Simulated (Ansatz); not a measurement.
Start from `C[N](C)[Zr]([F])([F])[F]` and change one atom or group to get `[F][Zr]([F])([F])[SH]`.

Ansatz, PBE0-D4/def2-TZVP geometries, multiplicity 1. Each molecule was computed in one conformer, which needn't be the lowest.

Elements past krypton have def2 core potentials.

| property | `C[N](C)[Zr]([F])([F])[F]` |
| --- | --- |
| HOMO–LUMO gap (B3LYP/def2-TZVPP) / eV | 5.76 |
| HOMO energy (B3LYP/def2-TZVPP) / eV | -6.88 |
| size of the dipole moment (B3LYP/def2-TZVPP) / D | 2.88 |
| HOMO–LUMO gap (PBE0/def2-TZVPP) / eV | 6.22 |
| HOMO–LUMO gap (ωB97M-V/def2-TZVPP) / eV | 9.94 |
| LUMO energy (PBE0/def2-TZVPP) / eV | -0.85 |

(1) Give the same properties after the change, and the shifts. (An estimate is asked.)

## Answers

(1) The calculation gave: 
```
                                        property  `[F][Zr]([F])([F])[SH]`  shift
           HOMO–LUMO gap (B3LYP/def2-TZVPP) / eV                     5.81   0.05
             HOMO energy (B3LYP/def2-TZVPP) / eV                    -7.94  -1.06
size of the dipole moment (B3LYP/def2-TZVPP) / D                     0.57  -2.31
            HOMO–LUMO gap (PBE0/def2-TZVPP) / eV                     6.31   0.09
         HOMO–LUMO gap (ωB97M-V/def2-TZVPP) / eV                    10.60   0.66
              LUMO energy (PBE0/def2-TZVPP) / eV                    -1.88  -1.03
```

With PBE0 the HOMO falls by 1.12 eV and the LUMO falls by 1.03 eV, so the gap widens by about 0.09 eV. PBE moves the HOMO by -1.17 eV and ωB97M-V by -1.01 eV. Dipoles are sizes alone; their direction can turn.

B3LYP here is the variant with VWN-RPA as its local correlation; programs differ in this.
